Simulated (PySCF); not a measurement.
In(F)2(OH)(SH2), H₃F₂InOS, singlet at its PBE0/def2-SVP optimised geometry (Å):

```
8

In    -0.0838    -0.0624     0.0000
F     -0.9215     1.7049     0.0000
F      1.8950    -0.0624     0.0000
O     -0.9953    -1.7049     0.6554
H     -1.8950    -1.5099     0.9441
S      0.4247    -0.6992    -2.6232
H      1.6579    -0.5702    -2.0579
H      0.3481    -2.0180    -2.3282
```

Calculation: PBE0/def2-TZVP, def2 effective core potentials past Kr in PySCF. The core electrons that the potentials of In replace are not part of the density. Cells within 0.4 Å of a nucleus heavier than hydrogen are left out (blank, or x).

Map of the electrostatic potential (hartree/e), clipped to [-0.08, 0.12] on the plane z = 0.0 Å:

```
|32222222111111222222222333333|
|22222221111111122222222233333|
|22222211100001112222222222333|
|22222111000000011222222222223|
|22221110000000011222222222222|
|22221100013320011222222222222|
|32221100189994112222222222222|
|3222110049xx99322332222222222|
|3322110069xxx9644433211111222|
|3332211159xx99998653211111122|
|33332211399999999963210001112|
|33333333479999999995431000112|
|33333444699999999999999200112|
|44444456899999x99999xx9910011|
|4444455799999xxx9999xxx920011|
|4444556799999xx99999xx9910011|
|44455567899999999999999400112|
|44555666799999999997873100112|
|44555666699999999984211001122|
|44555666799999999864211111222|
|44455555699998777654322222222|
|44445444479985455544332222223|
|44444433234432234443333333333|
|44444332110001223333333333333|
|44443332100001223333333333333|
|44433332111111223333333333333|
|33333332211112223333333333333|
|33333332222222233333333333333|
|33333333222222333333333333333|
```
Scale: ten equal steps from -0.068 (start of '0') to 0.120 (end of '9'), in the order '0123456789'; x runs from -4.00 to 4.00, y from -4.00 (bottom) to 4.00 (top).
